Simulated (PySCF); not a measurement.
**Spinor energies of Sb⁻ (antimony, charge -1)**

Start: [Kr] 4d10 5s2 5p4; 5p1/2 filled at m_j = -1/2, +1/2; 5p3/2 filled at m_j = +1/2, +3/2. Calculated with PySCF 2.14 in x2c-SVPall-2c with one added diffuse shell each of s, p type (7s9p4d, 54 functions): generalised Hartree-Fock with the X2C-1e Hamiltonian and a Gaussian nucleus; one run each with spin-orbit coupling (SO) switched off, then screened by Boettger's factors.

```csv
spinor shell,electrons,"ε, spin-free (eV)","ε, screened SO (eV)",weight of nominal j (screened SO),"rms radius, screened SO (bohr)"
1s1/2,2,-30631.4,-30628.3,1.000,0.0326
2s1/2,2,-4748.6,-4747.6,1.000,0.133
2p1/2,2,-4256.4,-4431.3,1.000,0.115
2p3/2,4,-4256.4,-4176.6,1.000,0.120
3s1/2,2,-965.56,-965.20,1.000,0.352
3p1/2,2,-800.95,-834.07,1.000,0.345
3p3/2,4,-800.95,-785.57,1.000,0.356
3d3/2,4,-550.06,-555.65,1.000,0.330
3d5/2,6,-550.06,-545.88,1.000,0.333
4s1/2,2,-169.35,-169.16,1.000,0.841
4p1/2,2,-116.48,-122.54,1.000,0.894
4p3/2,4,-116.48,-113.48,1.000,0.921
4d3/2,4,-37.184,-37.824,0.995,1.11
4d5/2,6,-37.184,-36.496,0.997,1.12
5s1/2,2,-10.793,-10.715,1.000,2.55
5p3/2,2,-1.932,-2.279,0.782,3.50
5p1/2,2,-1.932,-1.575,0.699,3.61
```

| quantity | spin-free | screened SO |
| --- | --- | --- |
| E (hartree) | -6476.49619 | -6478.13000 |
| M_J | 2 | 2 |
| ⟨J²⟩ | 6.026 | 6.026 |
| ⟨L²⟩ | 2.007 | 2.188 |
| ⟨S²⟩ | 2.019 | 1.950 |

Each row is a mean over spinors that exchange with the open shell spreads, by up to 3.567 eV (5s1/2).

Rows whose weight is well below 1 are mixtures of j = l ± 1/2: exchange outweighs spin-orbit coupling there, and the label is only the starting occupation.

Breit and QED terms are absent; they matter most for the inner s and p1/2 levels.

Densities and radii are taken from the X2C orbitals without a picture-change correction, which distorts them close to the nucleus.

Without spin-orbit coupling the j labels of p, d and f shells carry no meaning; the spin-free column gives the mean over the occupied spinors of each nl shell.
